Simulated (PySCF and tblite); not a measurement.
The numbers below are computed, except where a source is named.
Stationary points of F₅Si (charge -1) at B3LYP-D3(BJ)/def2-SVP, in Å:

Structure A

```
 1 F    -0.587    1.574   -0.068
 2 Si    0.015    0.013   -0.029
 3 F     1.431    0.656    0.589
 4 F     0.932   -1.272   -0.584
 5 F    -1.098   -0.364   -1.220
 6 F    -0.693   -0.608    1.313
```

Structure B

```
 1 F    -0.782    1.464    0.261
 2 Si    0.000    0.000   -0.004
 3 F     1.465    0.761    0.113
 4 F     0.780   -1.465   -0.270
 5 F    -0.747   -0.133   -1.474
 6 F    -0.712   -0.626    1.353
```

Geometries: B3LYP-D3(BJ)/def2-SVP; energies: PBE0/pcSseg-1 + D3(BJ); zero-point and thermal terms from GFN2-xTB harmonic modes (soft modes blended into free rotors).

Question: Which structure is a saddle point, and along which motion?

Answer: A: one imaginary mode (57i cm⁻¹ at GFN2-xTB, mostly on F4, F1, F5), along the Berry pseudorotation at Si2 with F6 as pivot.

Question: Give their symmetry and energies above the lowest.

Answer: A C4v, 3.1 kcal/mol; B D3h, 0.0 kcal/mol.

The ion is treated without a counter-ion.
